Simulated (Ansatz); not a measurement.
`[CH3][Al]([Cl])[Cl]` + H₂Se → `[CH3][Al-]([Cl])([Cl])[SeH2+]`  (adduct formation)

Isolated molecules relaxed with PBE0-D4/def2-TZVP in Ansatz; ΔE leaves out vibrations. CCSD(T)/CBS is the MP2 limit (def2-TZVPP, def2-QZVPP) plus CCSD(T) − MP2 in def2-TZVPP, frozen cores. DFT in def2-TZVPP. For Se outer-core shells are correlated without core-valence functions, which leaves a few kJ/mol of doubt a bond. Scalar relativity is left out up to krypton. Each species was taken in one conformer, which may not be the lowest.

| level | ΔE (kJ/mol) | difference from CCSD(T)/CBS |
| --- | --- | --- |
| PBE-D4 | -63.0 | -3.3 |
| r2SCAN0-D4 | -62.0 | -2.3 |
| BHLYP-D4 | -59.8 | -0.1 |
| CAM-B3LYP-D4 | -54.6 | 5.1 |
| r2SCAN | -57.8 | 1.9 |
| HF/def2-SVP | -34.9 | 24.8 |
| CCSD(T)/def2-SVP | -52.0 | 7.7 |
| MP2/def2-QZVPP | -62.7 | -3.0 |
| HF/CBS(def2) | -27.6 | 32.1 |
| MP2/CBS(def2) | -64.4 | -4.7 |
| CCSD(T)/CBS | -59.7 | 0 |

Largest T1 diagnostic among the species: 0.008.

In def2-TZVPP, CCSD(T) changes the Hartree–Fock value by −27.8 kJ/mol (the triples alone add −3.8 kJ/mol) and MP2 by −32.5 kJ/mol. Leaving LDA and LC-ωPBE aside and taking each functional with its dispersion term where it has one, the values, not all of them listed here, spread over 18.6 kJ/mol, from PBE0-D4 to B2PLYP. LDA lies −24.9 kJ/mol from PBE without D4. From BLYP to BHLYP (50 % exact exchange), in def2-TZVPP and without D4, ΔE moves by −11.8 kJ/mol.
